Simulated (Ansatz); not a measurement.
One change: `O[AsH]O` becomes `O[AsH][GeH3]`.

Ansatz, PBE0-D4/def2-TZVP geometries, multiplicity 1. Each molecule was computed in one conformer, which needn't be the lowest.

Scalar relativity is left out up to krypton.

```csv
property,`O[AsH]O`
size of the dipole moment (ωB97M-V/def2-TZVPP) / D,2.59
size of the dipole moment (B3LYP/def2-TZVPP) / D,2.59
size of the dipole moment (PBE/def2-TZVPP) / D,2.40
HOMO energy (PBE/def2-TZVPP) / eV,-6.12
HOMO–LUMO gap (ωB97M-V/def2-TZVPP) / eV,11.13
zero-point energy (PBE0-D4/def2-TZVP) / kJ/mol,95.4
```

(1) What does the change do to each property? (An estimate is asked.)

Answers

(1) Ansatz gave: 
```tsv
property	`O[AsH][GeH3]`	shift
size of the dipole moment (ωB97M-V/def2-TZVPP) / D	1.04	-1.55
size of the dipole moment (B3LYP/def2-TZVPP) / D	1.09	-1.50
size of the dipole moment (PBE/def2-TZVPP) / D	1.00	-1.40
HOMO energy (PBE/def2-TZVPP) / eV	-6.05	0.07
HOMO–LUMO gap (ωB97M-V/def2-TZVPP) / eV	10.32	-0.81
zero-point energy (PBE0-D4/def2-TZVP) / kJ/mol	118.6	23.2
```

With PBE0 the HOMO rises by 0.24 eV and the LUMO falls by 0.49 eV, so the gap narrows by about 0.73 eV. PBE moves the HOMO by 0.07 eV and ωB97M-V by 0.41 eV. The zero-point energy changes by 23.2 kJ/mol with +6 modes. Dipoles are sizes alone; their direction can turn.

B3LYP here is the variant with VWN-RPA as its local correlation; programs differ in this.
